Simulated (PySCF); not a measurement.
Sb³²⁺: ionisation energy

Sb³²⁺ [Ar] 3d1 (2D) → Sb³³⁺ [Ar] (1S), as a difference of total energies. Computed with PySCF 2.14 in an even-tempered Gaussian basis (18 s from 4.7 bohr⁻², ratio 2.5; 12 p from 6.1 bohr⁻², ratio 2.5; 8 d from 6.1 bohr⁻², ratio 2.5; 4 f from 21 bohr⁻², ratio 2.7; 3 g from 32 bohr⁻², ratio 2.7), with the spin-free X2C one-electron Hamiltonian (Gaussian nucleus). Correlated levels: outer shells: [Ne] frozen; virtual orbitals above 40 to 60 times the deepest correlated orbital energy dropped. The calculations carry no spin-orbit coupling.

```csv
method,ionisation energy (eV)
UHF,1946.3
LDA,1947.4
PBE,1948.1
PBE0,1948.0
r2SCAN,1948.6
B3LYP,1948.5
B97-3,1948.0
MP2 (outer shells),1946.1
SCS-MP2 (outer shells),1946.1
```

A first-order spin-orbit estimate (lowest level to lowest level, LS coupling) adds 7.552 eV.

Breit and QED terms and the two-electron picture change are absent.

First order in ζ underestimates the shift of j = l − 1/2 levels at high Z.

For comparison: 1954 ± 4 eV (theoretical estimate listed by NIST; NIST Atomic Spectra Database, ionization energies).
